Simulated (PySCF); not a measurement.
**C2H8FO2Si2: g tensor and hyperfine couplings**

Species: C₂H₈FO₂Si₂ (doublet state).
Z-matrix (Å and degrees, GFN2-xTB geometry), rows numbered from 1:
```
O 
Si  1  1.6149
O   2  1.6283  1  104.81
C   3  1.3979  2  127.60  1  -177.73
Si  4  1.9664  3  105.14  2   108.30
C   4  1.4512  3  111.44  2  -131.60
F   6  1.3561  4  116.51  3   169.25
H   1  0.9537  2  120.52  3   -33.43
H   2  1.4627  1  112.21  3   119.10
H   2  1.4582  1  104.60  3  -118.28
H   4  1.0958  3  111.49  2    -8.23
H   5  1.4590  4  105.69  3    55.11
H   5  1.4600  4  106.63  3   175.79
H   5  1.4614  4  106.96  3   -64.38
H   6  1.0763  4  123.40  3   -42.42
```

The hyperfine couplings belong to this conformer and change with its torsions.

As a line formula: `O[SiH2]O[C@@H]([SiH3])[CH]F` [radical].

Level of theory: UKS B3LYP, pcH-1 on C F H O Si, non-relativistic, mean-field spin-orbit, GIAO (PySCF 2.14.0). The structure is a single GFN2-xTB conformer in the gas phase; no vibrational or solvent corrections. The geometry wasn't refined by DFT: couplings that depend on bond lengths, twists or pyramidal angles can differ widely from those at the functional's own minimum. No stability test was run, so a lower SCF solution isn't excluded.

| Item | Value |
| --- | --- |
| g1, g2, g3 | 2.00199, 2.00409, 2.00465 |
| g_iso | 2.00358 |
| Form of g | rhombic: the two nearest values differ by 21 % of g3 − g1 |
| ⟨S²⟩ | 0.7539 (exact 0.7500) |
| α and β electrons | 37, 36 |
| Total energy | -910.33632 Eh |

Hyperfine couplings atom by atom, in mT; T1 to T3 are the principal values of the dipolar part (MHz turned into mT with g_iso):

```csv
atom,isotope,a_iso,of which spin–orbit,T1,T2,T3,Mulliken spin population
O1,17O,0.00,0.00,-0.02,0.01,0.01,0.00
Si2,29Si,-0.01,0.00,-0.02,0.01,0.01,0.00
O3,17O,-0.61,0.00,-0.10,0.05,0.06,0.00
C4,13C,-1.18,0.00,-0.16,-0.10,0.26,-0.06
Si5,29Si,-4.44,0.01,-0.89,0.41,0.47,0.09
C6,13C,5.95,0.00,-2.86,-2.78,5.64,0.89
F7,19F,5.13,0.02,-8.69,-7.30,15.99,0.06
H8,1H,0.00,0.00,-0.03,-0.02,0.05,0.00
H9,1H,0.01,0.00,-0.04,-0.04,0.08,0.00
H10,1H,0.00,0.00,-0.03,-0.02,0.05,0.00
H11,1H,2.41,0.00,-0.20,-0.16,0.36,0.02
H12,1H,-0.14,0.00,-0.10,-0.05,0.15,0.00
H13,1H,-0.18,0.00,-0.10,-0.05,0.15,0.00
H14,1H,0.93,0.00,-0.09,-0.03,0.11,0.02
H15,1H,-1.27,0.00,-1.26,-0.08,1.34,-0.03
```

The Mulliken spin populations are largest on C6 (+0.89), Si5 (+0.09), C4 (-0.06) and F7 (+0.06). No atom but C6 exceeds +0.15. The angles at C6 add up to 352.9°, so it is slightly pyramidal.

Axes: g2 points within 13° of the C6–F7 bond.

Under fast tumbling the dipolar parts average out, and these isotropic splittings remain: 1 × 19F (F7, I = 1/2, 2 lines) with 5.13 mT, 1 × 1H (H11, I = 1/2, 2 lines) with 2.41 mT, 1 × 1H (H15, I = 1/2, 2 lines) with 1.27 mT and 3 × 1H (H12/H13/H14, I = 1/2, 4 lines) with 0.20 mT.

Nuclei that the bonding pattern makes equivalent are averaged, as if the motion that swaps them (rotation, inversion, ring flip) were fast. The three 1H nuclei of mean +5.7 MHz run from -5.1 to 26.2 MHz in the frozen geometry.

The 13C coupling of C6 (166.8 MHz) shows only in satellite lines or after enrichment, since that isotope makes up about 1.07 % of natural carbon.

The 29Si coupling of Si5 (-124.5 MHz) shows only in satellite lines or after enrichment, since that isotope makes up about 4.7 % of natural silicon.

Examples of negative spin density at the nucleus (bohr⁻³): C4 (-0.0294) and H15 (-0.0080).

Time: 2.3 min (grids of density and orbitals included); peak memory 1.0 GiB. Hardware: an Arm Neoverse N1 with one thread, no GPU, shared host with 64 logical CPUs at a one-minute load of 50.
